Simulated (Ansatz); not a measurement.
Task: Name a neutral molecule of C, F and H with size of the dipole moment (ωB97M-V/def2-TZVPP) between 0.00 and 0.30 D and HOMO energy (PBE0/def2-TZVPP) between -10.15 and -9.85 eV (Ansatz, PBE0-D4/def2-TZVP geometry).

Result: `FC(F)C(F)F` (0.00 D, -9.88 eV); `FC(F)CC(F)F` (0.23 D, -9.90 eV). Other molecules can fit too; these were computed, each in one conformer that needn't be the lowest.
